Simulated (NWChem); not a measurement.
Program: NWChem. System: H6InN, charge 0, spin multiplicity 1, at a geometry optimised with PBE0/def2-SVP with def2 effective core potentials on In. The structure started from a generated list of species. Level: G0W0@PBE/def2-TZVPD with def2 effective core potentials on In, RI basis def2-tzvpd-rifit, no spin-orbit coupling.

The NWChem input:

```
start mol
memory heap 200 mb stack 700 mb global 1700 mb
geometry units angstroms nocenter noautoz
  In     0.054204    -0.391711     0.000000
  H      0.939797    -0.465804     1.501680
  H     -1.636640    -0.822368     0.000000
  H      0.939797    -0.465804    -1.501680
  N     -0.274601     1.984216     0.000000
  H     -0.795737     2.287731    -0.822077
  H      0.614706     2.482862     0.000000
  H     -0.795737     2.287731     0.822077
  symmetry group Cs
end
basis spherical
  * library def2-tzvpd
end
ecp
  In library def2-ecp
end
basis "ri basis" bse spherical
  * library def2-tzvpd-rifit
end
dft
  xc xpbe96 cpbe96
  iterations 100
  direct
  tolerances tight
end
task dft energy
gw
  states alpha occ 4 vir 2
end
task dft gw
```

Output (cleaned and shortened):

```
             Northwest Computational Chemistry Package (NWChem) 7.3.0
             --------------------------------------------------------

                                NWChem Input Module
                                -------------------

 Scaling coordinates for geometry "geometry" by  1.889725989
 (inverse scale =  0.529177249)

 Turning off AUTOSYM since
 SYMMETRY directive was detected!

                             Geometry "geometry" -> ""
                             -------------------------

 Output coordinates in angstroms (scale by  1.889725989 to convert to a.u.)

  No.       Tag          Charge          X              Y              Z
 ---- ---------------- ---------- -------------- -------------- --------------
    1 In                  49.0000     0.05420400    -0.39171100     0.00000000
    2 H                    1.0000     0.93979700    -0.46580400     1.50168000
    3 H                    1.0000    -1.63664000    -0.82236800     0.00000000
    4 H                    1.0000     0.93979700    -0.46580400    -1.50168000
    5 N                    7.0000    -0.27460100     1.98421600     0.00000000
    6 H                    1.0000    -0.79573700     2.28773100    -0.82207700
    7 H                    1.0000     0.61470600     2.48286200     0.00000000
    8 H                    1.0000    -0.79573700     2.28773100     0.82207700

 Effective nuclear repulsion energy (a.u.)     164.1223210754

            Nuclear Dipole moment (a.u.)
            ----------------------------
        X                 Y               Z
 ---------------- ---------------- ----------------
    -0.0000472431     0.0000396842     0.0000000000

      Symmetry information
      --------------------

 Group name             Cs
 Group number              2
 Group order               2
 No. of unique centers     6

      Symmetry unique atoms

     1    2    3    5    6    7


 Summary of "ao basis" -> "" (spherical)
 ------------------------------------------------------------------------------
       Tag                 Description            Shells   Functions and Types
 ---------------- ------------------------------  ------  ---------------------
 *                         def2-tzvpd                 on all atoms

 Summary of "ri basis" -> "" (spherical)
 ------------------------------------------------------------------------------
       Tag                 Description            Shells   Functions and Types
 ---------------- ------------------------------  ------  ---------------------
 *                      def2-tzvpd-rifit              on all atoms

  pbe96 is a nonlocal functional; adding pw91lda local functional.

                                 NWChem DFT Module
                                 -----------------

 Summary of "ao basis" -> "ao basis" (spherical)
 ------------------------------------------------------------------------------
       Tag                 Description            Shells   Functions and Types
 ---------------- ------------------------------  ------  ---------------------
 In                        def2-tzvpd               18       56   7s5p4d2f
 H                         def2-tzvpd                5        9   3s2p
 N                         def2-tzvpd               13       37   6s3p3d1f

 Summary of "ao basis" -> "ao basis" (spherical)
 ------------------------------------------------------------------------------
       Tag                 Description            Shells   Functions and Types
 ---------------- ------------------------------  ------  ---------------------
 In                        def2-tzvpd               18       56   7s5p4d2f
 H                         def2-tzvpd                5        9   3s2p
 N                         def2-tzvpd               13       37   6s3p3d1f

      Symmetry analysis of basis
      --------------------------

        a'         94
        a"         53

            General Information
            -------------------
          SCF calculation type: DFT
          Wavefunction type:  closed shell.
          No. of atoms     :     8
          No. of electrons :    34
           Alpha electrons :    17
            Beta electrons :    17
          Charge           :     0
          Spin multiplicity:     1
          Use of symmetry is: on ; symmetry adaption is: on
          Maximum number of iterations: 100
          This is a Direct SCF calculation.
          AO basis - number of functions:   147
                     number of shells:    61
          Convergence on energy requested:  1.00D-06
          Convergence on density requested:  1.00D-05
          Convergence on gradient requested:  5.00D-04

              XC Information
              --------------
          PerdewBurkeErnzerhof Exchange Functional  1.000
            Perdew 1991 LDA Correlation Functional  1.000 local
           PerdewBurkeErnz. Correlation Functional  1.000 non-local

             Grid Information
             ----------------
          Grid used for XC integration:  medium
          Radial quadrature: Mura-Knowles
          Angular quadrature: Lebedev.
          Tag              B.-S. Rad. Rad. Pts. Rad. Cut. Ang. Pts.
          ---              ---------- --------- --------- ---------
          In                  1.55      123          11.0       590
          H                   0.35       45          12.0       434
          N                   0.65       49          12.0       434
          Grid pruning is: on
          Number of quadrature shells:   352
          Spatial weights used:  Erf1

          Convergence Information
          -----------------------
[...]
      Non-variational initial energy
      ------------------------------

 Total energy =    -247.109747
 1-e energy   =    -570.623850
 2-e energy   =     243.285889
 HOMO         =      -0.326771
 LUMO         =      -0.000099

      Symmetry analysis of molecular orbitals - initial
      -------------------------------------------------

  Numbering of irreducible representations:

     1 a'          2 a"

  Orbital symmetries:

     1 a'          2 a'          3 a'          4 a"          5 a'
     6 a'          7 a'          8 a"          9 a'         10 a'
    11 a"         12 a'         13 a"         14 a'         15 a'
    16 a'         17 a"         18 a'         19 a'         20 a'
    21 a"         22 a'         23 a'         24 a"         25 a'
    26 a"         27 a'

   convergence    iter        energy       DeltaE   RMS-Dens  Diis-err    time
 ---------------- ----- ----------------- --------- --------- ---------  ------
 d= 0,ls=0.0,diis     1   -248.3868745050 -3.29D+02  8.29D-03  3.46D-01     6.6
 d= 0,ls=0.0,diis     2   -248.4109230546 -2.40D-02  1.73D-03  8.24D-02    11.3
 d= 0,ls=0.0,diis     3   -248.4105776299  3.45D-04  8.20D-04  8.99D-02    15.9
 d= 0,ls=0.0,diis     4   -248.4194194863 -8.84D-03  2.63D-04  1.50D-03    20.5
 d= 0,ls=0.0,diis     5   -248.4196048318 -1.85D-04  3.59D-05  8.76D-06    25.3
 d= 0,ls=0.0,diis     6   -248.4196056359 -8.04D-07  1.54D-05  2.97D-06    30.0
 d= 0,ls=0.0,diis     7   -248.4196059459 -3.10D-07  1.40D-06  1.42D-08    34.5

         Total DFT energy =     -248.419605945933
      One electron energy =     -572.677704994079
           Coulomb energy =      269.735557540427
    Exchange-Corr. energy =      -25.705673088514
 Nuclear repulsion energy =       80.228214596234

 Numeric. integr. density =       33.999991274262

     Total iterative time =     32.7s

                  Occupations of the irreducible representations
                  ----------------------------------------------

                     irrep           alpha         beta
                     --------     --------     --------
                     a'               12.0         12.0
                     a"                5.0          5.0

                       DFT Final Molecular Orbital Analysis
                       ------------------------------------

 Vector   15  Occ=2.000000D+00  E=-2.909307D-01  Symmetry=a'
              MO Center= -9.5D-02,  6.9D-01,  1.1D-14, r^2= 3.6D+00
   Bfn.  Coefficient  Atom+Function         Bfn.  Coefficient  Atom+Function
  ----- ------------  ---------------      ----- ------------  ---------------
     2      0.330009  1 In s                  5      0.319168  1 In s
    91      0.313456  5 N  py                94      0.269717  5 N  py
    97      0.249013  5 N  py                 1     -0.243213  1 In s
     3     -0.204947  1 In s                 87     -0.179166  5 N  s
    27     -0.136436  1 In d  2              15     -0.120656  1 In py

 Vector   16  Occ=2.000000D+00  E=-2.252871D-01  Symmetry=a'
              MO Center= -5.3D-01, -5.9D-01,  7.8D-11, r^2= 3.2D+00
   Bfn.  Coefficient  Atom+Function         Bfn.  Coefficient  Atom+Function
  ----- ------------  ---------------      ----- ------------  ---------------
    68      0.283772  3 H  s                 67      0.272094  3 H  s
    14     -0.246534  1 In px                11      0.234629  1 In px
    66      0.158497  3 H  s                 59     -0.141898  2 H  s
    77     -0.141898  4 H  s                 58     -0.136064  2 H  s
    76     -0.136064  4 H  s                 25      0.130495  1 In d  0

 Vector   17  Occ=2.000000D+00  E=-2.252755D-01  Symmetry=a"
              MO Center=  6.7D-01, -4.3D-01, -7.8D-11, r^2= 3.2D+00
   Bfn.  Coefficient  Atom+Function         Bfn.  Coefficient  Atom+Function
  ----- ------------  ---------------      ----- ------------  ---------------
    16     -0.248872  1 In pz                59     -0.245746  2 H  s
    77      0.245746  4 H  s                 13      0.236851  1 In pz
    58     -0.235650  2 H  s                 76      0.235650  4 H  s
    26     -0.153502  1 In d  1              57     -0.137265  2 H  s
    75      0.137265  4 H  s                 19     -0.081987  1 In pz

 Vector   18  Occ=0.000000D+00  E=-5.613710D-02  Symmetry=a'
              MO Center= -2.5D-01,  1.8D+00, -1.4D-13, r^2= 7.7D+00
   Bfn.  Coefficient  Atom+Function         Bfn.  Coefficient  Atom+Function
  ----- ------------  ---------------      ----- ------------  ---------------
    21      0.726894  1 In py                 7      0.599249  1 In s
    87     -0.397180  5 N  s                 18      0.375686  1 In py
   137      0.192061  7 H  py               128      0.178092  6 H  py
   146      0.178092  8 H  py                89     -0.159037  5 N  s
    42     -0.152765  1 In d  2              15      0.145068  1 In py

 Vector   19  Occ=0.000000D+00  E=-1.991975D-03  Symmetry=a'
              MO Center=  1.5D-01, -1.1D+00, -5.3D-13, r^2= 1.2D+01
   Bfn.  Coefficient  Atom+Function         Bfn.  Coefficient  Atom+Function
  ----- ------------  ---------------      ----- ------------  ---------------
     7      1.555602  1 In s                  6     -1.395913  1 In s
    89     -1.212209  5 N  s                123      0.347360  6 H  s
   132      0.347591  7 H  s                141      0.347360  8 H  s
     5     -0.312893  1 In s                 59      0.297345  2 H  s
    68      0.297629  3 H  s                 77      0.297345  4 H  s

 Vector   20  Occ=0.000000D+00  E= 2.238442D-03  Symmetry=a'
              MO Center=  1.7D-02, -1.2D-01, -1.8D-13, r^2= 9.5D+00
   Bfn.  Coefficient  Atom+Function         Bfn.  Coefficient  Atom+Function
  ----- ------------  ---------------      ----- ------------  ---------------
     6      1.183212  1 In s                 89      0.607711  5 N  s
    88      0.474876  5 N  s                123     -0.395817  6 H  s
   132     -0.395547  7 H  s                141     -0.395817  8 H  s
    59     -0.374069  2 H  s                 68     -0.374289  3 H  s
    77     -0.374069  4 H  s                 42     -0.362738  1 In d  2

 center of mass
 --------------
 x =   0.02301277 y =  -0.16632764 z =   0.00000000

 moments of inertia (a.u.)
 ------------------
         341.056137981274          41.359890141329           0.000000000000
          41.359890141329          47.916552856160           0.000000000000
           0.000000000000           0.000000000000         346.780032556406

     Multipole analysis of the density
     ---------------------------------

     L   x y z        total         alpha         beta         nuclear
     -   - - -        -----         -----         ----         -------
     0   0 0 0      0.000000    -17.000000    -17.000000     34.000000

     1   1 0 0     -0.253710      1.307199      1.307199     -2.868107
     1   0 1 0      1.832099     -9.447141     -9.447141     20.726380
     1   0 0 1     -0.000000     -0.000000     -0.000000      0.000000

     2   2 0 0    -27.186047    -25.518280    -25.518280     23.850514
     2   1 1 0     -1.397923      9.843157      9.843157    -21.084237
     2   1 0 1      0.000000      0.000000      0.000000      0.000000
     2   0 2 0    -17.277025    -95.280113    -95.280113    173.283201
     2   0 1 1     -0.000000     -0.000000     -0.000000      0.000000
     2   0 0 2    -27.379788    -24.156160    -24.156160     20.932532

 Task  times  cpu:       34.5s     wall:       34.5s

                                NWChem Input Module
                                -------------------

                                 NWChem GW Module
                                 ----------------

                             ***********************
                             ***        GW       ***
                             ***********************

 Summary of "ri basis" -> "ri basis" (spherical)
 ------------------------------------------------------------------------------
       Tag                 Description            Shells   Functions and Types
 ---------------- ------------------------------  ------  ---------------------
 In                     def2-tzvpd-rifit            42      200   10s9p9d7f4g3h
 H                      def2-tzvpd-rifit            10       24   5s3p2d
 N                      def2-tzvpd-rifit            26       92   9s7p5d4f1g

                 Memory Information
                 ------------------
          Available GA per process is          1699.8 MBs
          Available stack per process is        700.0 MBs
          Available heap per process is           0.1 MBs

          Peak memory in Initialization
              Peak GA per process is                 10.9 MBs
              Peak stack per process is               0.3 MBs
              Peak heap per process is               11.4 MBs
              Memory not in MA per process            0.0 MBs

          Peak memory in AFF Calculation
              Peak GA per process is                 53.8 MBs
              Peak stack per process is              37.3 MBs
              Peak heap per process is                0.0 MBs
              Memory not in MA per process           37.3 MBs

          Computing 2-center integrals
          Computing Inverse Cholesky factor
          Computing 3-center integrals
          Computing V_xc ...

          Computing Sigma_x
          Computing RPA polarizability
          Solving quasiparticle equations

                  Alpha Orbitals
          State     Energy (eV)     Error (eV)
          -----------------------------------
@GW        14        -13.164           0.004
@GW        15        -10.874           0.002
@GW        16         -9.001           0.002
@GW        17         -9.001           0.002
@GW        18          0.520           0.004
@GW        19          1.590           0.003

   Applying  -2.8709 eV scissor-shift to rest of particle states

   Applying   2.0473 eV scissor-shift to rest of hole states

     GW Timing Statistics
   ------------------------
   Init.   :          0.2s
     ERIs  :          3.3s
     Distr.:          0.1s
     Vxc   :          1.0s
   Sigma_x :          0.0s
   RPA     :          6.0s
   Wmn     :          0.1s
   Sigma_c :          0.1s
   GW total:         10.8s

 Task  times  cpu:       10.8s     wall:       10.8s

 Total times  cpu:       45.4s     wall:       45.4s
```
